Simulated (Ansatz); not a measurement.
Ansatz (a first-principles code) input (B3LYP-D3(BJ)/def2-TZVP):

Ansatz 0.2 input:
```yaml
crystal:
  periodic: [false, false, false]
  atoms:
    - {symbol: Si, position_ang: [-0.01469801, -0.50408292, -0.01115471]}
    - {symbol: O, position_ang: [-0.14847962, 1.01906834, 0.01640263]}
    - {symbol: H, position_ang: [1.39360918, -1.09538579, 0.02494486]}
basis:
  gaussian:
    orbitals: def2-TZVP
hamiltonian:
  xc: b3lyp
  dispersion: d3bj
magnetization: {spin_polarized: true, initial_magnetization: 1}
phonons: {temperatures: {t_min: 298.15, t_max: 298.15, t_step: 100}}
```

Output:

```
Functional definition: B3LYP
integrals: 0.01 GiB planned
456 factors; their error is unknown
mean field: 0.19 GiB planned
mean field evaluation 1: about -9932.0790 eV, gradient 4.9e1 eV
mean field evaluation 2: about -9812.2364 eV, gradient 1.4e2 eV
mean field evaluation 4: about -9941.0308 eV, gradient 5.6e0 eV
mean field evaluation 8: about -9941.2190 eV, gradient 9.6e-2 eV
mean field evaluation 16: about -9941.2191 eV, gradient 6.4e-5 eV
mean field -9941.21907948 eV, -365.3330627707 hartree, gradient 1.5e-5 eV, S^2 0.756498; 0 other end points of the search recorded, 0 dependent functions left out
the calculation of the forces begins
reference -9941.21926161 eV, -365.3330694637 hartree; 12, 11 occupied and 62, 63 virtual orbitals, 456 factors
these checks for a lower state are left out or cut short: stability, starts, cluster_reference, orbital_swaps, neighbouring_geometries, increment
integrals: 0.01 GiB planned
456 factors; their error is unknown
mean field: 0.19 GiB planned
mean field -9941.21904016 eV, -365.3330613257 hartree, gradient 2.5e-6 eV, S^2 0.756460; 0 other end points of the search recorded, 0 dependent functions left out
the calculation of the forces begins
reference -9941.21922231 eV, -365.3330680196 hartree; 12, 11 occupied and 62, 63 virtual orbitals, 456 factors
these checks for a lower state are left out or cut short: stability, starts, cluster_reference, orbital_swaps, neighbouring_geometries, increment
integrals: 0.01 GiB planned
456 factors; their error is unknown
mean field: 0.19 GiB planned
mean field evaluation 32: about -9941.2190 eV, gradient 2.3e-6 eV
mean field -9941.21903257 eV, -365.3330610466 hartree, gradient 2.3e-6 eV, S^2 0.756536; 0 other end points of the search recorded, 0 dependent functions left out
the calculation of the forces begins
reference -9941.21921467 eV, -365.3330677387 hartree; 12, 11 occupied and 62, 63 virtual orbitals, 456 factors
these checks for a lower state are left out or cut short: stability, starts, cluster_reference, orbital_swaps, neighbouring_geometries, increment
integrals: 0.01 GiB planned
456 factors; their error is unknown
mean field: 0.19 GiB planned
mean field -9941.21899950 eV, -365.3330598312 hartree, gradient 1.1e-6 eV, S^2 0.756518; 0 other end points of the search recorded, 0 dependent functions left out
the calculation of the forces begins
reference -9941.21918163 eV, -365.3330665244 hartree; 12, 11 occupied and 62, 63 virtual orbitals, 456 factors
these checks for a lower state are left out or cut short: stability, starts, cluster_reference, orbital_swaps, neighbouring_geometries, increment
integrals: 0.01 GiB planned
456 factors; their error is unknown
mean field: 0.19 GiB planned
mean field -9941.21899544 eV, -365.3330596823 hartree, gradient 1.4e-6 eV, S^2 0.756478; 0 other end points of the search recorded, 0 dependent functions left out
the calculation of the forces begins
reference -9941.21917757 eV, -365.3330663753 hartree; 12, 11 occupied and 62, 63 virtual orbitals, 456 factors
these checks for a lower state are left out or cut short: stability, starts, cluster_reference, orbital_swaps, neighbouring_geometries, increment
integrals: 0.01 GiB planned
456 factors; their error is unknown
mean field: 0.19 GiB planned
mean field -9941.21906969 eV, -365.3330624109 hartree, gradient 1.4e-6 eV, S^2 0.756506; 0 other end points of the search recorded, 0 dependent functions left out
the calculation of the forces begins
reference -9941.21925180 eV, -365.3330691031 hartree; 12, 11 occupied and 62, 63 virtual orbitals, 456 factors
these checks for a lower state are left out or cut short: stability, starts, cluster_reference, orbital_swaps, neighbouring_geometries, increment
integrals: 0.01 GiB planned
456 factors; their error is unknown
mean field: 0.19 GiB planned
mean field -9941.21907821 eV, -365.3330627240 hartree, gradient 1.7e-6 eV, S^2 0.756490; 0 other end points of the search recorded, 0 dependent functions left out
the calculation of the forces begins
reference -9941.21926036 eV, -365.3330694179 hartree; 12, 11 occupied and 62, 63 virtual orbitals, 456 factors
these checks for a lower state are left out or cut short: stability, starts, cluster_reference, orbital_swaps, neighbouring_geometries, increment
integrals: 0.01 GiB planned
456 factors; their error is unknown
mean field: 0.19 GiB planned
mean field evaluation 64: about -9941.2190 eV, gradient 9.7e-5 eV
mean field -9941.21899394 eV, -365.3330596270 hartree, gradient 2.2e-6 eV, S^2 0.756477; 0 other end points of the search recorded, 0 dependent functions left out
the calculation of the forces begins
reference -9941.21917605 eV, -365.3330663194 hartree; 12, 11 occupied and 62, 63 virtual orbitals, 456 factors
these checks for a lower state are left out or cut short: stability, starts, cluster_reference, orbital_swaps, neighbouring_geometries, increment
integrals: 0.01 GiB planned
456 factors; their error is unknown
mean field: 0.19 GiB planned
mean field -9941.21900381 eV, -365.3330599896 hartree, gradient 1.9e-6 eV, S^2 0.756519; 0 other end points of the search recorded, 0 dependent functions left out
the calculation of the forces begins
reference -9941.21918595 eV, -365.3330666833 hartree; 12, 11 occupied and 62, 63 virtual orbitals, 456 factors
these checks for a lower state are left out or cut short: stability, starts, cluster_reference, orbital_swaps, neighbouring_geometries, increment
integrals: 0.01 GiB planned
456 factors; their error is unknown
mean field: 0.19 GiB planned
mean field -9941.21904483 eV, -365.3330614973 hartree, gradient 2.7e-6 eV, S^2 0.756528; 0 other end points of the search recorded, 0 dependent functions left out
the calculation of the forces begins
reference -9941.21922696 eV, -365.3330681902 hartree; 12, 11 occupied and 62, 63 virtual orbitals, 456 factors
these checks for a lower state are left out or cut short: stability, starts, cluster_reference, orbital_swaps, neighbouring_geometries, increment
integrals: 0.01 GiB planned
456 factors; their error is unknown
mean field: 0.19 GiB planned
mean field -9941.21904394 eV, -365.3330614644 hartree, gradient 2.6e-6 eV, S^2 0.756468; 0 other end points of the search recorded, 0 dependent functions left out
the calculation of the forces begins
reference -9941.21922607 eV, -365.3330681576 hartree; 12, 11 occupied and 62, 63 virtual orbitals, 456 factors
these checks for a lower state are left out or cut short: stability, starts, cluster_reference, orbital_swaps, neighbouring_geometries, increment
integrals: 0.01 GiB planned
456 factors; their error is unknown
mean field: 0.19 GiB planned
mean field evaluation 96: about -9941.2191 eV, gradient 1.4e-6 eV
mean field -9941.21907766 eV, -365.3330627038 hartree, gradient 1.4e-6 eV, S^2 0.756499; 0 other end points of the search recorded, 0 dependent functions left out
the calculation of the forces begins
reference -9941.21925980 eV, -365.3330693973 hartree; 12, 11 occupied and 62, 63 virtual orbitals, 456 factors
these checks for a lower state are left out or cut short: stability, starts, cluster_reference, orbital_swaps, neighbouring_geometries, increment
integrals: 0.01 GiB planned
456 factors; their error is unknown
mean field: 0.19 GiB planned
mean field -9941.21907183 eV, -365.3330624895 hartree, gradient 1.4e-6 eV, S^2 0.756497; 0 other end points of the search recorded, 0 dependent functions left out
the calculation of the forces begins
reference -9941.21925395 eV, -365.3330691821 hartree; 12, 11 occupied and 62, 63 virtual orbitals, 456 factors
Total energy: -9941.27778679 eV, -365.3352202243 hartree
Atom 0 at    -0.014698    -0.504083    -0.011155 Å, force    -0.000007    -0.000023    -0.000001 eV/Å
Atom 1 at    -0.148480     1.019068     0.016403 Å, force     0.000017     0.000002     0.000001 eV/Å
Atom 2 at     1.393609    -1.095386     0.024945 Å, force    -0.000010     0.000021     0.000000 eV/Å
Dipole moment:     0.109219    -0.672451    -0.010436 e Å
Vibrations: 615.35 1173.32 1908.51 cm⁻¹, zero-point energy 0.229197 eV
```

It need not be the lowest isomer of its formula.
